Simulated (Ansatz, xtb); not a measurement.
Two isomers of C4H6GeSi

Structure I is `C#C[SiH2][GeH2][C]#C`, a singlet and structure II is `C#C[SiH]([GeH3])C#C`, a singlet. Both are isolated molecules in the gas phase, relaxed with r2SCAN-D4/def2-SVP; each stands in its lowest conformer found.

Problem. Estimate which is lower in electronic energy at CCSD(T)/def2-SVP + ΔMP2/def2-TZVPP, and by roughly how much.

Solution. The CCSD(T)/def2-SVP + ΔMP2/def2-TZVPP calculation puts structure II lower, by 3.7 kcal/mol.

Level by level:

```csv
level,geometry,E(II) − E(I) (kcal/mol),departure from the last row (kcal/mol),"job, with rough time for the two"
GFN2-xTB,GFN2-xTB,+1.9,+5.6,"optimisation, 0.21 s"
HF/STO-3G,GFN2-xTB,−0.5,+3.2,"single point, 0.66 s"
r2SCAN-D4/def2-SVP//GFN2-xTB,GFN2-xTB,−4.1,−0.4,"single point, 3.1 s"
r2SCAN-D4/def2-SVP,r2SCAN-D4/def2-SVP,−4.9,−1.2,"optimisation, 27 s"
HF/def2-SVP,r2SCAN-D4/def2-SVP,−3.7,0.0,part of the CCSD(T) run
MP2/def2-SVP,r2SCAN-D4/def2-SVP,−4.4,−0.7,part of the CCSD(T) run
CCSD(T)/def2-SVP,r2SCAN-D4/def2-SVP,−4.0,−0.3,single point
CCSD(T)/def2-SVP + ΔMP2/def2-TZVPP,r2SCAN-D4/def2-SVP,−3.7,,"single point, 51 s"
```

As drawn, II has 1 C–Si, 1 Ge–H in place of 1 C–Ge, 1 Si–H.

GFN2-xTB puts the two in the other order. The largest departure from CCSD(T)/def2-SVP + ΔMP2/def2-TZVPP is that of GFN2-xTB, 5.6 kcal/mol. The last row adds to CCSD(T) the change of the MP2 difference between the two basis sets, here +0.3 kcal/mol.

With thermal terms from frequencies at re-optimised GFN2-xTB minima (ideal gas, soft modes damped towards free rotors, one conformer each, 298.15 K, 1 atm): the zero-point term adds −0.1 kcal/mol; ΔH is −3.6 and ΔG −4.2 kcal/mol.

The correlated steps freeze 18 core orbitals; the filled d shell of Ge is correlated, in a basis made for valence electrons. Codes used: Ansatz 0.2.0, xtb 6.7.1; the last row on 2 threads of Intel(R) Xeon(R) 6975P-C (Granite Rapids) on a shared host.
